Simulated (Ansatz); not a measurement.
Stepwise reaction of `C[O][GeH2][O]C` with water, as a gas-phase model of exchange steps in deposition or etching. ΔE in kJ/mol.

Program: Ansatz. Geometries: PBE0-D4/def2-TZVP. ΔE: electronic, gas phase. CBS: MP2 limit from def2 TZ/QZ plus the TZ coupled-cluster correction, frozen cores. This one scheme is used for every species. DFT in def2-TZVPP. B3LYP here is the variant with VWN-RPA as its local correlation; programs differ in this. For Ge outer-core shells are correlated without core-valence functions, which leaves a few kJ/mol of doubt a bond. Scalar relativity is left out up to krypton. Each species was taken in one conformer, which may not be the lowest.

```tsv
step	reaction	PBE-D4	B3LYP-D4	ωB97M-V	CCSD(T)/CBS
1	`C[O][GeH2][O]C` + H₂O → `C[O][GeH2][OH]` + CH₃OH	7.7	8.9	7.6	11.2
2	`C[O][GeH2][OH]` + H₂O → `[OH][GeH2][OH]` + CH₃OH	-1.7	-0.4	-1.5	2.1
```

Problem. By hand: ΔE of the 2 steps together at CCSD(T)/CBS.

Solution. (11.2) + (2.1) = 13.3 kJ/mol, or 6.6 kJ/mol a step.

In ΔE each step is lower than the one before. PBE-D4 differs from CCSD(T)/CBS by -3.8 to -3.5 kJ/mol a step. Only this route is followed, and other bonds may react first. Isolated molecules leave out the surface, adducts and barriers. Largest T1 diagnostic: 0.012.
